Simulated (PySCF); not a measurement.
Z-matrix (Å, degrees):
```
Si
O 1 1.6376
H 2 0.9614 1 116.13
O 1 1.6423 2 106.29 3 -11.94
H 4 0.9594 1 116.51 2 160.47
O 1 1.6480 2 114.19 3 104.69
H 6 0.9590 1 117.02 2 72.26
```
Charge 0, spin multiplicity 2.

Question: What highest occupied spin orbital, dipole moment and total energy does PBE0-D3(BJ)/def2-TZVP (PySCF) give?

Answer: 
| Item | Result |
|---|---|
| highest occupied spin orbital | -5.93 eV |
| dipole moment | 1.02 D |
| total energy | -516.8250 Ha |
